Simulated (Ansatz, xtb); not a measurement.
Stretching the Bi1–H2 bond in BiClH2 (SMILES [Cl][BiH2]) (multiplicity 1 held, fragments rigid). Energies count from the point at 1.802 Å.
Geometry at that point (charge 0, multiplicity 1):
```xyz
4

Bi    -0.267    -0.214     0.228
H     -1.657     0.355    -0.769
H     -0.107    -1.656    -0.842
Cl     1.409     1.123    -1.016
```

R- and RO- levels are restricted; in cc, def2 and unpolarised 6-31G sets they are followed outwards from rest. Unrestricted levels (U-) break spin symmetry where that is lower. Active spaces are followed from a long bond inwards. Levels need not reach the same state.

Cores are frozen in the correlated methods. Filled d and f shells under p-block atoms count as core.

Run with Ansatz (a quantum-chemistry and plane-wave program); xtb for the GFN methods. Values without a source in brackets are computed. In def2 rows elements past Kr take small-core potentials, without spin–orbit coupling. The GFN methods have no spin term and hold the electronic entropy of 300 K.

```json
[
 {"level": "GFN2-xTB", "energy at R = 5.767 Å (kJ/mol)": "350.5"},
 {"level": "R-PBE/def2-TZVPP", "energy at R = 5.767 Å (kJ/mol)": "370.4"},
 {"level": "U-PBE/def2-TZVPP", "energy at R = 5.767 Å (kJ/mol)": "254.2"},
 {"level": "R-B3LYP/def2-TZVPP", "energy at R = 5.767 Å (kJ/mol)": "412.8"},
 {"level": "U-B3LYP/def2-TZVPP", "energy at R = 5.767 Å (kJ/mol)": "258.8"},
 {"level": "U-wB97X-V/def2-TZVPP", "energy at R = 5.767 Å (kJ/mol)": "261.6"},
 {"level": "R-MP2/def2-TZVPP", "energy at R = 5.767 Å (kJ/mol)": "(withheld)"},
 {"level": "R-SCS-MP2/def2-TZVPP", "energy at R = 5.767 Å (kJ/mol)": "(withheld)"},
 {"level": "FIC-MRCISD on CASSCF(2,2)/def2-TZVPP", "energy at R = 5.767 Å (kJ/mol)": "250.9"}
]
```

What belongs in the gaps?


- R-MP2/def2-TZVPP, energy at R = 5.767 Å (kJ/mol): 320.9
- R-SCS-MP2/def2-TZVPP, energy at R = 5.767 Å (kJ/mol): 270.4

Doubts at one or more of the structures used: a restricted determinant that unrestricted orbitals would lower (R-PBE/def2-TZVPP, R-B3LYP/def2-TZVPP, R-MP2/def2-TZVPP, R-SCS-MP2/def2-TZVPP); a spin-contaminated determinant (U-PBE/def2-TZVPP, U-B3LYP/def2-TZVPP, U-wB97X-V/def2-TZVPP).
